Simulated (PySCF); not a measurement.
Excitation energy of Cu by level of theory

Cu [Ar] 3d10 4s1 (2S) → Cu [Ar] 3d10 4p1 (2P), as a difference of total energies. All numbers are calculated (PySCF 2.14, the spin-free X2C one-electron Hamiltonian (Gaussian nucleus), in ANO-RCC-VTZP). Correlated levels: valence: [Ar] frozen; valence and next inner shell: [Ne] frozen. The calculations carry no spin-orbit coupling.

```tsv
method	excitation energy (cm⁻¹)
UHF	31391
PBE0	33944
r2SCAN	33642
M06-2X	32271
B2PLYP	34656
CAM-B3LYP	35058
MP2 (valence)	34211
SCS-MP2 (valence)	33982
MP2 (valence and next inner shell)	34647
SCS-MP2 (valence and next inner shell)	34280
```

Task: Estimate what PBE gives.

Result: 34608 cm⁻¹, closest to MP2 (valence and next inner shell) among the rows shown.

Task: Estimate what LDA gives.

Result: 36273 cm⁻¹, closest to CAM-B3LYP among the rows shown.

Errors of the correlated levels include the incompleteness of this basis and the frozen core.

The basis was made for the ground configuration and has no added diffuse functions, so the excitation energy can come out too high.

For comparison: 30701 cm⁻¹ (measured; NIST levels, between the centres of gravity of the two terms).
